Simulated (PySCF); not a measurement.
B₂H₄O, SMILES BOB. Atoms are numbered in the order given.

```xyz
7

O      0.0000     0.0000     0.0000
B      0.0000     0.0000    -1.3401
H     -0.7496     0.7496    -1.9094
H      0.7496    -0.7496    -1.9094
B      0.0000     0.0000     1.3401
H     -0.7496    -0.7496     1.9094
H      0.7496     0.7496     1.9094
```

The structure is a stationary point at PBE-D3(BJ)/def2-TZVP.

Level of theory: PBE-D3(BJ)/def2-TZVP in PySCF 2.14.0.

Harmonic, unscaled wavenumbers; measured fundamentals usually lie a few per cent lower.

Modes within 1.5 cm⁻¹ of each other (mostly degenerate sets) share a row, with their intensities summed.

Computed harmonic wavenumbers and intensities:
```tsv
mode	ν (cm⁻¹)	IR (km/mol)	moving atoms (share of kinetic energy)
1–2	149	1.9	O 53 %, H 26 %, B 21 %
3	474	0.0	H 100 %
4	945	0.0	B 60 %, H 40 %
5–6	964	100.0	H 73 %, B 19 %, O 8 %
7–8	994	44.8	H 74 %, B 26 %
9	1194	45.8	H 93 %
10	1260	0.0	H 65 %, B 35 %
11	1549	401.4	O 59 %, B 40 %
12	2502	217.2	H 96 %
13	2521	0.0	H 95 %
14–15	2605	272.1	H 87 %, B 13 %
```
